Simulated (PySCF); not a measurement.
Excitation energy of N²⁺ by level of theory

N²⁺ [He] 2s2 2p1 (2P) → N²⁺ [He] 2s1 2p2 (4P), as a difference of total energies. Computed with PySCF 2.14 in dyall-av3z (15s9p3d2f, 71 functions), with no relativity, point nucleus. Correlated levels: valence: 1s2 frozen; virtual orbitals above 40 to 60 times the deepest correlated orbital energy dropped. The calculations carry no spin-orbit coupling.

```json
{"method": "UHF", "excitation energy (eV)": "5.128"}
{"method": "LDA", "excitation energy (eV)": "6.523"}
{"method": "PBE", "excitation energy (eV)": "6.595"}
{"method": "PBE0", "excitation energy (eV)": "6.467"}
{"method": "r2SCAN", "excitation energy (eV)": "5.808"}
{"method": "wB97M-V", "excitation energy (eV)": "7.072"}
{"method": "TPSSh", "excitation energy (eV)": "6.814"}
{"method": "BP86", "excitation energy (eV)": "6.770"}
{"method": "M06-L", "excitation energy (eV)": "6.498"}
{"method": "MP2 (valence)", "excitation energy (eV)": "6.390"}
{"method": "SCS-MP2 (valence)", "excitation energy (eV)": "6.854"}
```

How much does correlation contribute at MP2 (valence)?

6.390 − (5.128) = 1.262 eV, measured against UHF.
